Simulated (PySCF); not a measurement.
Input file for PySCF: R-MP2/6-31G* on CH3F (SMILES CF) with ghost functions, monomers drawn apart or pushed together.

```python
from pyscf import gto, scf, dft, mp
from pyscf.data.elements import chemcore

mol = gto.M(
    atom='''
    C     0.24028967   -0.58956069    3.50020943
    F    -0.44656538    0.60801536    3.33311100
    H    -0.43766644   -1.41584602    3.28363032
    H     1.08531683   -0.60836822    2.81164485
    H     0.59106943   -0.64966109    4.53114665
    ghost-C    0.02743030   -0.00824191    0.12951029
    ghost-H   -0.21483922   -1.06688245    0.21922513
    ghost-H   -0.37781956    0.53287977    0.98270348
    ghost-H    1.10976027    0.11449448    0.09975830
    ghost-H   -0.40412800    0.38253489   -0.79103829
    ''',
    basis='6-31g*',
    cart=True,
    charge=0, spin=0, verbose=3, max_memory=1800)
mf = scf.RHF(mol)
mf.conv_tol = 1e-8
mf.max_cycle = 100
mf.kernel()
if not mf.converged:
    mf = mf.newton().run(mf.mo_coeff, mf.mo_occ)
pt = mp.MP2(mf, frozen=chemcore(mol)).run()
```

Problem. What total energy does the run end on?

Solution. -139.3386 hartree.
